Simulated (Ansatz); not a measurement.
Si2H6Cl2OF2, singlet: at a first-order saddle point.

Input (in.yaml):

```yaml
crystal:
  periodic: [false, false, false]
  atoms:
    - {symbol: Si, position_ang: [-0.161539, 1.282832, -0.615892]}
    - {symbol: Si, position_ang: [0.629983, -1.555125, 0.976893]}
    - {symbol: Cl, position_ang: [-0.957186, 2.747363, -1.893533]}
    - {symbol: Cl, position_ang: [1.829834, 1.749248, -0.820606]}
    - {symbol: O, position_ang: [-1.042332, 1.601629, 0.721841]}
    - {symbol: H, position_ang: [-0.555344, -1.067399, -1.127534]}
    - {symbol: F, position_ang: [-0.733315, 0.033427, -1.659923]}
    - {symbol: H, position_ang: [0.350655, -0.023976, 0.229752]}
    - {symbol: F, position_ang: [-0.342807, -1.937134, -0.561360]}
    - {symbol: H, position_ang: [0.568812, -3.027710, 1.186236]}
    - {symbol: H, position_ang: [2.059955, -1.227475, 0.775368]}
    - {symbol: H, position_ang: [-0.048738, -0.958439, 2.149089]}
    - {symbol: H, position_ang: [-1.598078, 2.382659, 0.639769]}
basis:
  gaussian: {orbitals: def2-TZVPP}
correlation: {method: ccsd_t}
```

Command:

```bash
ansatz run in.yaml --threads 4 --pin off --events-out ev --progress --plain --max-ram 66560MiB --backend cuda --devices 0, --max-vram 37GiB
```

Output of Ansatz 0.2.0:

```
Functional definition: HF
  name "HF"
  cite "Fock, Z. Phys. 61, 126 (1930) doi:10.1007/BF01340294"
  parent pbe
  exchange = exact_x
  correlation = 0
2074 factors; integrals over basis functions are off by at most 1.0e-3 eV
mean field evaluation 1: about -48278.9355 eV, gradient 4.6e1 eV
mean field evaluation 2: about -48279.4116 eV, gradient 4.7e1 eV
mean field evaluation 4: about -48283.8168 eV, gradient 4.0e0 eV
mean field evaluation 8: about -48283.8984 eV, gradient 3.7e-1 eV
mean field evaluation 16: about -48278.9351 eV, gradient 4.6e1 eV
mean field -48283.89889442 eV, -1774.4005563679 hartree, gradient 5.3e-6 eV, S^2 0.000000; 0 other end points of the search recorded, 0 dependent functions left out
23 core orbitals not correlated: weight in the atoms' cores, before any rotation towards them, 1.000 or more for the frozen orbitals, at most 0.000 for the correlated occupied ones
reference -48283.89889442 eV, -1774.4005563679 hartree; 24, 24 occupied and 298, 298 virtual orbitals, 2074 factors
second order -38.91086238 eV of doubles, -0.00000000 eV of singles
cycle   1  -39.45953054 eV  change   -5.5e-1 eV  update   1.3e-1
cycle   2  -40.30668933 eV  change   -8.5e-1 eV  update   3.6e-2
cycle   3  -40.49290278 eV  change   -1.9e-1 eV  update   1.8e-2
cycle   4  -40.47003331 eV  change    2.3e-2 eV  update   3.6e-3
cycle   5  -40.46733484 eV  change    2.7e-3 eV  update   1.5e-3
cycle   6  -40.46838312 eV  change   -1.0e-3 eV  update   4.8e-4
cycle   7  -40.46803345 eV  change    3.5e-4 eV  update   1.8e-4
cycle   8  -40.46795417 eV  change    7.9e-5 eV  update   5.7e-5
cycle   9  -40.46798630 eV  change   -3.2e-5 eV  update   2.5e-5
perturbative correction -1.45948359 eV, -0.0536350327 hartree
Total energy: -48325.82636432 eV, -1775.9413624670 hartree
```

The run took 12 s on 4 CPU threads of an AMD EPYC 7R13 and a share of one NVIDIA H100 (shared host), with 0.86 GiB of host memory at its peak.
